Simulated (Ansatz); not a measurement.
Start from `CB[NH][AlH][CH3]` and change one atom or group to get `CBNCF`.

Ansatz, PBE0-D4/def2-TZVP geometries, multiplicity 1. Each molecule was computed in one conformer, which needn't be the lowest.

```json
{"property": "HOMO–LUMO gap (B3LYP/def2-TZVPP) / eV", "`CB[NH][AlH][CH3]`": "6.92"}
{"property": "LUMO energy (PBE0/def2-TZVPP) / eV", "`CB[NH][AlH][CH3]`": "-0.79"}
{"property": "LUMO energy (B3LYP/def2-TZVPP) / eV", "`CB[NH][AlH][CH3]`": "-1.01"}
{"property": "HOMO energy (PBE0/def2-TZVPP) / eV", "`CB[NH][AlH][CH3]`": "-8.11"}
{"property": "LUMO energy (ωB97M-V/def2-TZVPP) / eV", "`CB[NH][AlH][CH3]`": "0.80"}
{"property": "LUMO energy (PBE/def2-TZVPP) / eV", "`CB[NH][AlH][CH3]`": "-1.61"}
```

Q: What does the change do to each property? (Best estimate.)

A: The calculation gave: 
```
                             property  `CBNCF`  shift
HOMO–LUMO gap (B3LYP/def2-TZVPP) / eV     8.38   1.46
   LUMO energy (PBE0/def2-TZVPP) / eV     0.29   1.08
  LUMO energy (B3LYP/def2-TZVPP) / eV     0.05   1.06
   HOMO energy (PBE0/def2-TZVPP) / eV    -8.56  -0.45
LUMO energy (ωB97M-V/def2-TZVPP) / eV     2.14   1.34
    LUMO energy (PBE/def2-TZVPP) / eV    -0.71   0.90
```

With PBE0 the HOMO falls by 0.45 eV and the LUMO rises by 1.08 eV, so the gap widens by about 1.53 eV. PBE moves the HOMO by -0.45 eV and ωB97M-V by -0.55 eV.

B3LYP here is the variant with VWN-RPA as its local correlation; programs differ in this.
